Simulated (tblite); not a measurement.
hydrogen sulfide (H₂S), singlet, geometry from GFN2-xTB; GFN1-xTB (tblite 0.6.0).

Input for tblite:
```
$ tblite run mol.xyz --method gfn1 --charge 0 --spin 0 --grad --json tblite.json --no-restart

# file mol.xyz
3

S     -0.00035523    -0.00209154     0.10204772
H     -0.03705710     0.97315096    -0.79691824
H      0.04274080    -0.93968637    -0.83584535
```

The log (banner, timings and long lists left out):

```
xTB calculator
 | screened Coulomb repulsion
 | Coulomb electrostatics
 |  * isotropic Klopman-Ohno-Mataga-Nishimoto electrostatics
 |  * onsite third-order electrostatics
 | DFT-D3(BJ) dispersion correction

halogen bonding energy    0.0000000000000E+00 Eh
repulsion energy          2.0878740448730E-02 Eh
dispersion energy        -2.9624920155872E-04 Eh
number of electrons       8.0000000000000E+00 e
integral cutoff           1.9731147476801E+01 bohr

------------------------------------------------------------
  cycle        total energy    energy error   density error
------------------------------------------------------------
      1     -4.758244663527  -4.7788272E+00   2.6081575E-01
      2     -4.769957709138  -1.1713046E-02   7.0499547E-02
      3     -4.770208974084  -2.5126495E-04   2.0433341E-02
      4     -4.770207870264   1.1038195E-06   2.7426214E-03
      5     -4.770209746816  -1.8765515E-06   2.0365518E-04
      6     -4.770209757097  -1.0280890E-08   2.5961795E-06
------------------------------------------------------------

electronic energy        -4.7907922483439E+00 Eh
total energy             -4.7702097570967E+00 Eh

Post processing:
 | Mayer-Wiberg bond orders

[Info] Tight-binding results written to 'tblite.txt'
[Info] JSON dump of results written to 'tblite.json'
```
